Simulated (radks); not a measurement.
Ga4+, 27 electrons, occupied as [Ar] 3d9 (the NIST ground configuration).

All-electron calculation, Dirac Kohn-Sham, BLYP, spin-unpolarised, spherical densities, finite nucleus; open shells fill j = l - 1/2 first; Fermi nuclear charge, rms radius 3.9973 fm. Program: a radial shooting solver on a logarithmic mesh with Libxc functionals.

Energy parts (hartree):
total: -1939.91003
kinetic: 1978.66147
electron-nucleus: -4622.67571
Hartree: 778.41408
exchange-correlation: -74.30987

Orbitals (lengths in bohr, moments of r in powers of bohr):
orbital	occ.	eigenvalue (hartree)	<r>	<r^2>	<r^4>
1s1/2	2	-378.1278	0.04860	0.003178	0.00002599
2s1/2	2	-48.57037	0.2176	0.05592	0.005432
2p1/2	2	-43.25747	0.1883	0.04355	0.003841
2p3/2	4	-42.24023	0.1918	0.04506	0.004084
3s1/2	2	-7.56061	0.6470	0.4826	0.3745
3p1/2	2	-5.83692	0.6635	0.5176	0.4616
3p3/2	4	-5.70033	0.6736	0.5334	0.4900
3d3/2	4	-2.79114	0.7426	0.6936	1.083
3d5/2	5	-2.77242	0.7469	0.7015	1.108

The highest occupied level is 3d5/2 at -75.441 eV. Summed over all electrons, <r^2> = 10.80 bohr^2, which gives a Langevin (diamagnetic) susceptibility term of -8.56 x 10^-6 cm^3/mol. For comparison, the ionisation energy in NIST's Atomic Spectra Database is 86.0 eV (semi-empirical). In exact Kohn-Sham theory the highest level is minus the ionisation energy, but local and semilocal functionals leave it too shallow, through self-interaction and a potential that decays too fast; potentials with the right tail come closer. The density falls to 0.001 e/bohr^3 at r = 2.39 bohr. The electron density at the nucleus is 2.824e+04 e/bohr^3.

Beside tabulated values, note that spin-unpolarised runs miss the spin-polarisation part of the exchange energy of open shells.
